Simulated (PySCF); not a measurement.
Te(SiH3)2 (H6Si2Te), SMILES [SiH3][Te][SiH3].

The structure is a stationary point at B3LYP-D3(BJ)/def2-SVP. The def2 effective core potentials stand for the cores of Te; spin–orbit coupling is left out.

These are TDA-PBE/def2-SVPD run with PySCF values and carry that method's errors.

Vertical excitations. Isolated molecule, no solvent. State labels are in the subgroup C2v.

Question: Give excitation energies, oscillator strengths and character. (Estimate from the structure and the level; the computed values follow.)

Answer: 
```
state  symmetry  energy (eV)  λ (nm)      f                                              main pairs
-----  --------  -----------  ------  -----  ------------------------------------------------------
S1           A2         3.97     312  0.000                                         HOMO→LUMO 100 %
S2           B2         4.21     294  0.020                                        HOMO→LUMO+1 99 %
S3           B2         4.75     261  0.000                                       HOMO→LUMO+2 100 %
S4           B2         5.19     239  0.009                                        HOMO→LUMO+3 98 %
S5           B1         5.39     230  0.017                      HOMO→LUMO+4 83 %, HOMO−1→LUMO 17 %
S6           A2         5.77     215  0.000                                       HOMO→LUMO+5 100 %
S7           A1         5.98     207  0.009                    HOMO→LUMO+6 73 %, HOMO−1→LUMO+1 25 %
S8           B2         6.06     205  0.040                                        HOMO→LUMO+7 98 %
S9           A1         6.12     203  0.038  HOMO−1→LUMO+1 47 %, HOMO−2→LUMO 34 %, HOMO→LUMO+6 17 %
S10          B1         6.12     202  0.019   HOMO−1→LUMO 49 %, HOMO−2→LUMO+1 40 %, HOMO→LUMO+4 8 %
T1           A2         3.62     342      0                                         HOMO→LUMO 100 %
T2           B2         3.84     323      0                                       HOMO→LUMO+1 100 %
T3           B2         4.65     267      0                                        HOMO→LUMO+2 99 %
T4           B2         4.98     249      0                                        HOMO→LUMO+3 98 %
```
Triplets are in the Tamm–Dancoff approximation.
